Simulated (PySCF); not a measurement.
## Property card for `C[C@@H](N)C1CCC1`

Species: C6H13N.
Numbering: `[CH3:1][C@@H:2]([NH2:3])[CH:4]1[CH2:5][CH2:6][CH2:7]1` (hydrogens: H8, H9, H10 on C1; H11 on C2; H12, H13 on N3; H14 on C4; H15, H16 on C5; H17, H18 on C6; H19, H20 on C7)

Among its groups: amine and cyclobutane ring.

**GFN2-xTB geometry**

```yaml
Point_group_of_the_GFN2-xTB_geometry: C1
Rotational_constants_A_B_C_of_the_GFN2-xTB_geometry: 4.727, 1.856, 1.449 GHz
```

CAM-B3LYP/def2-SVPD ground state and vertical TDDFT (core frozen in the response) (PySCF):

```yaml
Dipole_moment: 1.23 D
HOMO_energy: -8.25 eV
LUMO_energy: 1.42 eV
HOMO–LUMO_gap: 9.67 eV
Lowest_singlet_excitation: 6.38 eV (194 nm, f = 0.030)
Strongest_line_among_the_8_lowest_singlet_transitions: S7 at 8.38 eV (148 nm, f = 0.031)
Lowest_triplet_excitation_Tamm–Dancoff: 6.08 eV
Static_isotropic_polarisability: 78.2 au
Electronic_spatial_extent_⟨r²⟩_about_the_centre_of_nuclear_charge: 903 bohr²
```

PBE0/pcSseg-1 ground state and GIAO shieldings, non-relativistic (PySCF):

```yaml
Lowest_Hirshfeld_atomic_charge: -0.23 e on N3
Highest_Hirshfeld_atomic_charge: +0.11 e on H12
13C_chemical_shifts_computed_TMS_as_zero_by_class: 60.2 (C2), 42.9 (C4), 27.4 (C7), 27.2 (C1), 26.7 (C5), 16.3 (C6) ppm
1H_chemical_shifts_computed_TMS_as_zero_by_class: 2.46 (H11), 2.21 (H20), 2.20 (H19), 2.15 (H15), 1.95 (H17), 1.81 (H18), 1.76 (H14), 1.66 (H16), 0.90 (H8/H9/H10), 0.21 (H12/H13) ppm
Isotropic_shieldings_of_nuclei_other_than_C_and_H_by_class: 212 (N3) ppm
Mayer_bond_orders_between_heavy_atoms: C1–C2 1.03, C2–N3 1.01, C2–C4 0.96, C4–C5 1.00, C5–C6 1.05, C6–C7 1.05, C7–C4 1.01
```

Monoisotopic mass from the formula: 99.1048 u.

The polarisability is 11.59 Å³ as a volume (1 au = 0.148185 Å³), or 1.40 au for each of the 56 electrons. The vertical singlet–triplet gap S1 − T1 is 0.30 eV (TDDFT singlet less Tamm–Dancoff triplet; S1: HOMO→LUMO, weight 0.69; T1: HOMO→LUMO, weight 0.62). The principal polarisabilities are 68.5, 78.6 and 87.5 au; their mean is the isotropic value. A dipole of 1.23 D is allowed in C1, and pure rotational transitions are dipole-allowed. With B = h/(8π²I), that is 505.379 GHz u Å² over I, the principal moments of inertia are 106.9, 272.3 and 348.9 u Å² (most abundant isotopes).

Isolated species at its GFN2-xTB geometry (one conformer only). NMR classes are plain means over equivalent atoms (diastereotopic ones count apart unless rotation or inversion swaps them), as if these changed places fast; in this geometry the members of some classes differ.

For the NMR shielding job (PBE0/pcSseg-1), on AMD EPYC, one thread, on a shared host, this took 92 s wall, 67 s CPU and 0.84 GiB of memory at its peak.

The values belong to the conformer `[CH3:1][C@@H:2]([NH2:3])[CH:4]1[CH2:5][CH2:6][CH2:7]1`: C1–C2–C4–C5 69°, H–N3–C2–C1 -58°, H–N3–C2–C1 61°.
